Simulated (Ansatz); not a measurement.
The same group exchange along the group O, S, Te.

Computed with Ansatz on PBE0-D4/def2-TZVP structures; ΔE is electronic, products minus reactants. CBS: MP2 limit from def2 TZ/QZ plus the TZ coupled-cluster correction, frozen cores. This one scheme is used for every species. DFT in def2-TZVPP. Elements past krypton have def2 core potentials. For Ge, Te outer-core shells are correlated without core-valence functions, which leaves a few kJ/mol of doubt a bond. Scalar relativity is left out up to krypton. Each species was taken in one conformer, which may not be the lowest.

```csv
reaction,CCSD(T)/CBS(def2) (eV)
`OCF` + `[CH3][GeH3]` → `O[CH2][GeH3]` + `CF`,0.71
`FCS` + `[CH3][GeH3]` → `S[CH2][GeH3]` + `CF`,0.15
`FC[TeH]` + `[CH3][GeH3]` → `[GeH3][CH2][TeH]` + `CF`,?
```

Problem. Fill in the missing values. (An estimate is asked.)

Solution. Ansatz gave: `FC[TeH]` + `[CH3][GeH3]` → `[GeH3][CH2][TeH]` + `CF`: -0.05 eV.

Largest T1 diagnostic: 0.011, for `FC[TeH]`.
